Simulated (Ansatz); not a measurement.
Stepwise reaction of `C#[C][GeH]([F])[F]` with hydrogen, as a gas-phase model of exchange steps in deposition or etching. ΔE in kJ/mol; ΔG adds harmonic PBE0-D4 terms to CCSD(T)/CBS, at 1 bar.

Isolated molecules relaxed with PBE0-D4/def2-TZVP in Ansatz; ΔE leaves out vibrations. CBS: MP2 limit from def2 TZ/QZ plus the TZ coupled-cluster correction, frozen cores. This one scheme is used for every species. DFT in def2-TZVPP. B3LYP here is the variant with VWN-RPA as its local correlation; programs differ in this. For Ge outer-core shells are correlated without core-valence functions, which leaves a few kJ/mol of doubt a bond. Scalar relativity is left out up to krypton.

```
step                                            reaction  PBE-D4  B3LYP-D4  ωB97M-V  CCSD(T)/CBS  ΔG(500 K)
   1  `C#[C][GeH]([F])[F]` + H₂ → `C#[C][GeH2][F]` + H–F    47.8      51.7     51.2         45.3       45.0
```

Task: Give the row of step 2, `C#[C][GeH2][F]` + H₂ → `C#[C][GeH3]` + H–F. (An estimate is asked.)

Result: The calculation gave: 
| step | reaction | PBE-D4 | B3LYP-D4 | ωB97M-V | CCSD(T)/CBS | ΔG(500 K) |
| --- | --- | --- | --- | --- | --- | --- |
| 2 | `C#[C][GeH2][F]` + H₂ → `C#[C][GeH3]` + H–F | 35.2 | 40.6 | 38.7 | 32.1 | 36.5 |

Task: By hand: ΔE of the 2 steps together at CCSD(T)/CBS.

Result: (45.3) + (32.1) = 77.4 kJ/mol, or 38.7 kJ/mol a step.

In ΔE each step is lower than the one before. All are uphill at CCSD(T)/CBS. ΔG lies between 36.5 and 45.0 kJ/mol a step. PBE-D4 differs from CCSD(T)/CBS by 2.5 to 3.1 kJ/mol a step. Only this route is followed, and other bonds may react first. Isolated molecules leave out the surface, adducts and barriers. Largest T1 diagnostic: 0.013.
